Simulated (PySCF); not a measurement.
C2H3O2, SMILES CC([O])=O, multiplicity 2.

Geometry optimised at PBE-D3(BJ)/def2-SVP. The isomer is the one that the SMILES or the coordinates give; other isomers of the formula were not compared.

Method: TDA-B3LYP/def2-SVPD in PySCF.

Vertical excitations. Gas-phase values at a fixed geometry.

List the lowest excited states. (Estimate from the structure and the level; the computed values follow.)


| state | energy (eV) | λ (nm) | f | main pairs |
|---|---|---|---|---|
| root 1 | 1.35 | 921 | 0.014 | β HOMO→LUMO 92 % |
| root 2 | 1.39 | 891 | 0.000 | β HOMO−1→LUMO 99 % |
| root 3 | 4.15 | 299 | 0.002 | β HOMO−2→LUMO 97 % |
| root 4 | 4.88 | 254 | 0.001 | β HOMO−3→LUMO 97 % |
| root 5 | 5.70 | 217 | 0.012 | β HOMO−4→LUMO 54 %, β HOMO−5→LUMO 37 % |
| root 6 | 5.92 | 210 | 0.039 | β HOMO−5→LUMO 54 %, β HOMO−4→LUMO 37 % |
| root 7 | 5.95 | 208 | 0.000 | β HOMO→LUMO+1 95 % |
| root 8 | 5.99 | 207 | 0.000 | β HOMO−6→LUMO 97 % |
| root 9 | 6.40 | 194 | 0.000 | α HOMO−1→LUMO 44 %, β HOMO−1→LUMO+1 53 % |
| root 10 | 6.58 | 188 | 0.001 | α HOMO→LUMO 97 % |
Unrestricted roots are not spin-pure.
